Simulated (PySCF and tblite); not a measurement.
The numbers below are computed, except where a source is named.
2 E/Z isomers of C6H10O, numbered alike:

| isomer | SMILES | descriptors |
| --- | --- | --- |
| A | [CH2:1]=[CH:2]/[C:3]([CH3:4])=[CH:5]\[CH2:6][OH:7] | 3=5 Z |
| B | [CH2:1]=[CH:2]/[C:3]([CH3:4])=[CH:5]/[CH2:6][OH:7] | 3=5 E |

Protocol: conformer search, at most 6 conformers an isomer, GFN2-xTB geometries, energies PBE0/pcSseg-1 (D3(BJ) added where defined), GIAO shieldings PBE0/pcSseg-1, weights at 298.15 K with GFN2-xTB thermal terms. Programs: PySCF with density fitting and tblite.

What shifts does each isomer give (ppm; of two unlike H on one atom, a is the less shielded)?


A: ¹H (against TMS): 6.64 (H2, 1H), 5.78 (H5, 1H), 5.42 (H1a, 1H), 5.38 (H1b, 1H), 4.90 (H6, 2H), 1.89 (H4, 3H). ¹³C (against TMS): 143.6 (C5), 140.5 (C2), 138.1 (C3), 120.3 (C1), 65.6 (C6), 21.9 (C4).

B: ¹H (against TMS): 6.59 (H2, 1H), 5.77 (H5, 1H), 5.32 (H1a, 1H), 5.27 (H1b, 1H), 4.92 (H6, 2H), 1.70 (H4, 3H). ¹³C (against TMS): 148.6 (C2), 145.5 (C5), 140.2 (C3), 116.7 (C1), 66.6 (C6), 14.4 (C4). H not on carbon is left out.

Which carbons tell the isomers apart best?

C2: 140.5 in A, 148.6 in B; C4: 21.9 in A, 14.4 in B; C1: 120.3 in A, 116.7 in B ppm.

H on N, O and S are left out: they exchange, and hydrogen bonds move them by several ppm. Shifts are unscaled: against experiment ¹³C can be off by 15 ppm or more and ¹H by 0.8 ppm. The minima are those of GFN2-xTB; planar forms about aryl–S or allylic bonds may be saddles in DFT.
